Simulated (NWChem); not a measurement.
System: C₂H₇N₂, doublet; SMILES [CH](CN)N

NWChem input:

```
start job
memory heap 200 mb stack 700 mb global 900 mb
geometry units angstroms noautosym nocenter noautoz
  N     -0.542677    -1.452020    -0.081327
  C      0.544721    -0.713059     0.358123
  C      0.646436     0.674156    -0.175138
  N     -0.629813     1.362632    -0.016634
  H     -1.359198    -0.858290    -0.219021
  H     -0.756500    -2.287192     0.452125
  H      1.456578    -1.267198     0.600393
  H      1.510632     1.180856     0.301239
  H      0.866102     0.663383    -1.266053
  H     -0.783521     1.589147     0.964794
  H     -0.638395     2.239726    -0.531674
end
basis spherical
  * library iglo-ii
end
dft
  odft
  mult 2
  xc b3lyp
  iterations 150
end
property
  hyperfine
end
task dft property
```

Parts of the log:

```
             Northwest Computational Chemistry Package (NWChem) 7.3.0
             --------------------------------------------------------

                             Geometry "geometry" -> ""
                             -------------------------

 Output coordinates in angstroms (scale by  1.889725989 to convert to a.u.)

  No.       Tag          Charge          X              Y              Z
 ---- ---------------- ---------- -------------- -------------- --------------
    1 N                    7.0000    -0.54267700    -1.45202000    -0.08132700
    2 C                    6.0000     0.54472100    -0.71305900     0.35812300
    3 C                    6.0000     0.64643600     0.67415600    -0.17513800
    4 N                    7.0000    -0.62981300     1.36263200    -0.01663400
    5 H                    1.0000    -1.35919800    -0.85829000    -0.21902100
    6 H                    1.0000    -0.75650000    -2.28719200     0.45212500
    7 H                    1.0000     1.45657800    -1.26719800     0.60039300
    8 H                    1.0000     1.51063200     1.18085600     0.30123900
    9 H                    1.0000     0.86610200     0.66338300    -1.26605300
   10 H                    1.0000    -0.78352100     1.58914700     0.96479400
   11 H                    1.0000    -0.63839500     2.23972600    -0.53167400

 Effective nuclear repulsion energy (a.u.)     127.2589560017

                              NWChem Property Module
                              ----------------------

  itol2e modified to match energy
  convergence criterion.

                                 NWChem DFT Module
                                 -----------------

 Summary of "ao basis" -> "ao basis" (spherical)
 ------------------------------------------------------------------------------
       Tag                 Description            Shells   Functions and Types
 ---------------- ------------------------------  ------  ---------------------
 N                          iglo-ii                 10       22   5s4p1d
 C                          iglo-ii                 10       22   5s4p1d
 H                          iglo-ii                  4        6   3s1p

  itol2e modified to match energy
  convergence criterion.

            General Information
            -------------------
          SCF calculation type: DFT
          Wavefunction type:  spin polarized.
          No. of atoms     :    11
          No. of electrons :    33
           Alpha electrons :    17
            Beta electrons :    16
          Charge           :     0
          Spin multiplicity:     2
          Use of symmetry is: off; symmetry adaption is: off
          Maximum number of iterations: 150
          AO basis - number of functions:   130
                     number of shells:    68
          Convergence on energy requested:  1.00D-07
          Convergence on density requested:  1.00D-05
          Convergence on gradient requested:  5.00D-04

              XC Information
              --------------
                         B3LYP Method XC Potential
                     Hartree-Fock (Exact) Exchange  0.200
                        Slater Exchange Functional  0.800 local
                    Becke 1988 Exchange Functional  0.720 non-local
              Lee-Yang-Parr Correlation Functional  0.810
                  VWN I RPA Correlation Functional  0.190 local

[...]

          ----------------------
          Hyperfine Interactions
          ----------------------

 Total Spin Density (Fermi Contact Term)
 ------------------ --------------------
     Atom            x         y         z       Density (a.u.)      Aiso(MHz)     Aiso(Gauss)
     1  14-N     -1.02551  -2.74392  -0.15369       0.036820         11.896571       4.244985
     2  13-C      1.02937  -1.34749   0.67675       0.097704        109.838069      39.192888
     3  13-C      1.22159   1.27397  -0.33096      -0.019959        -22.437255      -8.006157
     4  14-N     -1.19017   2.57500  -0.03143       0.040308         13.023742       4.647187
     5   1-H     -2.56851  -1.62193  -0.41389       0.000695          3.105907       1.108263
     6   1-H     -1.42958  -4.32217   0.85439       0.003515         15.711638       5.606294
     7   1-H      2.75253  -2.39466   1.13458      -0.006982        -31.206926     -11.135389
     8   1-H      2.85468   2.23149   0.56926       0.003094         13.829267       4.934618
     9   1-H      1.63670   1.25361  -2.39249       0.021620         96.637646      34.482657
    10   1-H     -1.48064   3.00305   1.82320      -0.000192         -0.856997      -0.305797
    11   1-H     -1.20639   4.23247  -1.00472      -0.000129         -0.578040      -0.206259

           -------------------------------------------
           Anisotropic Interaction (Spin-Dipolar Term)
           -------------------------------------------

 ------------------------------------------------------------
     Atom            x         y         z
 ------------------------------------------------------------
     1  14-N     -1.02551  -2.74392  -0.15369

   Spin-Dipolar term (a.u.)
        xx             yy             zz             xy             xz             yz
 ------------------------------------------------------------------------------------------
      -0.268651      -0.176350       0.445001      -0.047832      -0.126640       0.301914

   Principal Comp. of -hf- tensor (au)            Anisotropic -hfcc- (MHz)               Anisotropic -hfcc- (Gauss)
 --------------------------------------------------------------------------------------------------------------------------
     -0.288937    -0.299957     0.588893     -11.143643   -11.568655    22.712298      -3.976322    -4.127977     8.104299

   Orientation of the principal axis of Hyperfine Tensor w.r.t absolute (molecular) frame
 --------------------------------------------------------------------------------------------------------------------------
      0.938516    -0.308039    -0.155886
      0.344648     0.862338     0.370932
      0.020165    -0.401851     0.915483

 ------------------------------------------------------------
     Atom            x         y         z
 ------------------------------------------------------------
     2  13-C      1.02937  -1.34749   0.67675

   Spin-Dipolar term (a.u.)
        xx             yy             zz             xy             xz             yz
 ------------------------------------------------------------------------------------------
      -0.362626      -0.405829       0.768455      -0.094382      -0.381684       0.300205

   Principal Comp. of -hf- tensor (au)            Anisotropic -hfcc- (MHz)               Anisotropic -hfcc- (Gauss)
 --------------------------------------------------------------------------------------------------------------------------
     -0.481337    -0.476485     0.957822     -64.590798   -63.939729   128.530527     -23.047564   -22.815247    45.862811

   Orientation of the principal axis of Hyperfine Tensor w.r.t absolute (molecular) frame
 --------------------------------------------------------------------------------------------------------------------------
      0.779781    -0.557228    -0.285376
      0.619651     0.751979     0.224856
      0.089301    -0.352172     0.931665

 ------------------------------------------------------------
     Atom            x         y         z
 ------------------------------------------------------------
     3  13-C      1.22159   1.27397  -0.33096

   Spin-Dipolar term (a.u.)
        xx             yy             zz             xy             xz             yz
 ------------------------------------------------------------------------------------------
      -0.007501       0.020104      -0.012602      -0.005932       0.005785      -0.016489

   Principal Comp. of -hf- tensor (au)            Anisotropic -hfcc- (MHz)               Anisotropic -hfcc- (Gauss)
 --------------------------------------------------------------------------------------------------------------------------
     -0.008340     0.028624    -0.020284      -1.119171     3.841062    -2.721891      -0.399347     1.370584    -0.971237

   Orientation of the principal axis of Hyperfine Tensor w.r.t absolute (molecular) frame
 --------------------------------------------------------------------------------------------------------------------------
      0.943634    -0.209536    -0.256220
      0.289649     0.897385     0.332871
      0.160180    -0.388323     0.907495

 ------------------------------------------------------------
     Atom            x         y         z
 ------------------------------------------------------------
     4  14-N     -1.19017   2.57500  -0.03143

   Spin-Dipolar term (a.u.)
        xx             yy             zz             xy             xz             yz
 ------------------------------------------------------------------------------------------
       0.019169      -0.001561      -0.017608      -0.019831       0.006995      -0.006501

   Principal Comp. of -hf- tensor (au)            Anisotropic -hfcc- (MHz)               Anisotropic -hfcc- (Gauss)
 --------------------------------------------------------------------------------------------------------------------------
      0.032914    -0.013002    -0.019911       1.269405    -0.501476    -0.767929       0.452955    -0.178939    -0.274016

[...]
```

Level: B3LYP/IGLO-II, spin-unrestricted, contact and dipolar terms. All runs use the structure optimised with PBE0/def2-SVP, spin-unrestricted. No stability test was run on the SCF state. B3LYP is NWChem's, with the RPA form of VWN correlation.
